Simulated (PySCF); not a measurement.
C₃H₆BNO, SMILES CB(C)OC#N. Atoms are numbered in the order given.

```xyz
12

C      0.7009    -2.1954     0.0000
B     -0.0379    -0.8217     0.0000
C     -1.5862    -0.6015     0.0000
O      0.8044     0.3128     0.0000
C      0.3733     1.5276     0.0000
N      0.0283     2.6371     0.0000
H      0.3850    -2.7868     0.8783
H      1.7972    -2.1145     0.0000
H      0.3850    -2.7868    -0.8783
H     -1.8908    -0.0045    -0.8787
H     -2.1580    -1.5400     0.0000
H     -1.8908    -0.0045     0.8787
```

Coordinates come from a B3LYP-D3(BJ)/def2-SVP optimisation. This is a generated structure with no PubChem entry under its InChIKey; it may be hypothetical. Other conformers were not sampled.

All values below come from PySCF with M06-2X/def2-TZVP.

* **total energy**: -272.77852 hartree
* **point group**: Cs
* **highest occupied level**: -10.38 eV
* **lowest empty level**: 0.09 eV
* **orbital gap**: 10.47 eV
* **dipole moment**: 4.31 D
* **quadrupole, principal values (traceless, Buckingham form, about the centre of nuclear charge)**: -10.67, 4.60, 6.07 D·Å
* **mean static polarisability**: 55.8 bohr³ (8.27 Å³)
* **polarisability, principal values**: 42.3, 50.9, 74.2 bohr³
